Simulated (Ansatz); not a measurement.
Stepwise reaction of `[F][Ti]([F])([SH])[SH]` with water, as a gas-phase model of exchange steps in deposition or etching. ΔE in kJ/mol.

Isolated molecules relaxed with PBE0-D4/def2-TZVP in Ansatz; ΔE leaves out vibrations. CCSD(T)/CBS adds triple-zeta CCSD(T) − MP2 to the extrapolated MP2 energy (def2 sets, frozen cores). This one scheme is used for every species. Functionals use def2-TZVPP. B3LYP here is the variant with VWN-RPA as its local correlation; programs differ in this. For Ti outer-core shells are correlated without core-valence functions, which leaves a few kJ/mol of doubt a bond. Scalar relativity is left out up to krypton. One conformer a species, not always the lowest.

```csv
step,reaction,PBE-D4,B3LYP-D4,ωB97M-V,CCSD(T)/CBS
2,`[OH][Ti]([F])([F])[SH]` + H₂O → `[OH][Ti]([OH])([F])[F]` + H₂S,-24.8,-32.0,-34.8,-27.1
```

(1) Give the row of step 1, `[F][Ti]([F])([SH])[SH]` + H₂O → `[OH][Ti]([F])([F])[SH]` + H₂S. (Estimate.)

(2) By hand: ΔE of the 2 steps together at CCSD(T)/CBS.

Results:

(1) Ansatz gave: 
| step | reaction | PBE-D4 | B3LYP-D4 | ωB97M-V | CCSD(T)/CBS |
| --- | --- | --- | --- | --- | --- |
| 1 | `[F][Ti]([F])([SH])[SH]` + H₂O → `[OH][Ti]([F])([F])[SH]` + H₂S | -31.2 | -38.6 | -42.4 | -32.4 |

(2) (-32.4) + (-27.1) = -59.5 kJ/mol, or -29.8 kJ/mol a step.

In ΔE each step is higher than the one before. All are downhill at CCSD(T)/CBS. PBE-D4 differs from CCSD(T)/CBS by 1.2 to 2.3 kJ/mol a step. Isolated molecules leave out the surface, adducts and barriers. Largest T1 diagnostic: 0.026.
